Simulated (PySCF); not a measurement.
Compound: C2H6F2Si2.
Numbering: `[F:1][C:2]1([F:3])[SiH2:4][CH2:5][SiH2:6]1` (hydrogens: H7, H8 on Si4; H9, H10 on C5; H11, H12 on Si6)

Computed by this run: PBE0-D3(BJ)/def2-SVP geometry optimisation, gas phase (PySCF 2.14.0); density fitting, grid level 1; the optimiser is geomeTRIC in internal coordinates, started from a GFN2-xTB structure with every atom displaced at random (about 0.01 Å).

Geometry at step 2:
```
atom  x, y, z in Å
F1      1.6284    0.5648    1.6434
C2      1.2772    0.2503    0.3626
F3      2.3968    0.3129   -0.4006
Si4    -0.2666    1.3113   -0.2336
C5     -1.2913   -0.2838   -0.3580
Si6     0.1997   -1.3551    0.1699
H7     -0.6694    2.2747    0.8340
H8     -0.0185    2.0345   -1.5175
H9     -1.6829   -0.4489   -1.3739
H10    -2.1420   -0.3287    0.3391
H11    -0.0582   -2.0929    1.4428
H12     0.6611   -2.2733   -0.9137
```

Q: Give the atomic forces at this geometry.

A: 
| atom | Fx (eV/Å) | Fy (eV/Å) | Fz (eV/Å) |
| --- | --- | --- | --- |
| F1 | 0.059 | -0.161 | 0.039 |
| C2 | -0.169 | 0.357 | -0.010 |
| F3 | 0.051 | -0.031 | -0.055 |
| Si4 | 0.337 | -0.002 | 0.118 |
| C5 | -0.015 | 0.158 | -0.043 |
| Si6 | -0.337 | -0.095 | -0.079 |
| H7 | -0.094 | -0.018 | -0.027 |
| H8 | -0.078 | -0.063 | -0.028 |
| H9 | 0.052 | -0.143 | 0.027 |
| H10 | 0.019 | 0.007 | 0.016 |
| H11 | 0.093 | -0.013 | -0.002 |
| H12 | 0.083 | 0.005 | 0.045 |

The largest, 0.40 eV/Å, acts on C2; the rms over all components is 0.122 eV/Å. The forces sum to zero within rounding, as they must for an isolated molecule in no field.

Q: Give the force on C2 in Eh/bohr and in nN.

A: 0.395 eV/Å ÷ 51.422 = 0.00768 Eh/bohr, and 0.395 eV/Å × 1.602 = 0.63 nN.

Q: How far is this geometry from the end of the optimisation?

A: 0.024 eV above it, and 0.036 Å rms away after alignment. The bonds farthest from their final lengths, with half the difference of the two atoms' forces along the bond (positive lengthens):

```
  bond  now (Å)  final (Å)  force along bond (eV/Å)
C2–Si4    1.966      1.953                    -0.31
C2–Si6    1.943      1.953                    +0.24
C5–Si6    1.910      1.903                    -0.06
 C2–F3    1.356      1.360                    +0.09
Si4–C5    1.900      1.903                    +0.03
```

The angle farthest from its final value is C2–Si4–H7, 110.1° against 113.1°.

Of the 2 listed bonds off by 0.010 Å or more, this force points towards the final length in 2.

The cost below is that of the whole optimisation. Hardware: an Arm Neoverse V2 with one thread, shared host with 96 logical CPUs at a one-minute load of 32. Cost: 41 s of wall time, 0.51 GiB resident at most.
